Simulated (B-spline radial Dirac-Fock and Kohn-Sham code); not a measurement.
## Scattering functions of Ir³⁴⁺

System: Ir³⁴⁺, [Kr] 4d7.

Input of the calculation (task.json; shells as n, l, electrons):

```json
{"items": [{
  "Z": 77,
  "q": 34,
  "cfg": [[1, 0, 2], [2, 0, 2], [2, 1, 6], [3, 0, 2], [3, 1, 6], [3, 2, 10], [4, 0, 2], [4, 1, 6], [4, 2, 7]],
  "A": 193,
  "rrms": 5.4032,
  "do": ["scatter"],
  "s": [0.0, 0.04, 0.05, 0.06, 0.07, 0.09, 0.11, 0.14, 0.17, 0.21, 0.26, 0.33, 0.41, 0.5, 0.62, 0.77, 0.95, 1.17, 1.45, 1.79, 2.22, 2.74, 3.39],
  "pz": [0, 0.1, 0.15, 0.22, 0.32, 0.47, 0.68, 1.0, 1.5, 2.2, 3.2, 4.7, 6.9, 10.0, 15.0, 22.0, 32.0, 47.0, 69.0, 100.0, 150.0],
  "hv_scatter": [1000, 5000, 8047.8, 17479.3, 30000, 50000, 100000, 500000]
}]}
```

Run with: `python xray_run.py task.json out`

These are calculated numbers from a radial finite-basis atomic code; the model is configuration-average Dirac-Fock orbitals. f₀ is the Fourier transform of the spherical electron density, S the Waller-Hartree incoherent function, and s = sin θ/λ.

```
s (Å⁻¹)      f₀       S
      0  43.000   0.000
   0.04  42.958   0.035
   0.05  42.935   0.055
   0.06  42.906   0.079
   0.07  42.872   0.108
   0.09  42.789   0.178
   0.11  42.686   0.265
   0.14  42.493   0.427
   0.17  42.256   0.624
   0.21  41.873   0.941
   0.26  41.293   1.417
   0.33  40.305   2.212
   0.41  38.960   3.268
    0.5  37.224   4.588
   0.62  34.664   6.461
   0.77  31.302   8.823
   0.95  27.398  11.521
   1.17  23.265  14.525
   1.45  19.320  17.901
   1.79  16.160  21.345
   2.22  13.440  24.720
   2.74  10.706  27.763
   3.39   7.918  30.669
```

f₀ starts at the number of electrons, 43, and has fallen to half at s ≈ 1.30 Å⁻¹. The sum of ⟨r²⟩ over the electrons is 3.545 bohr².
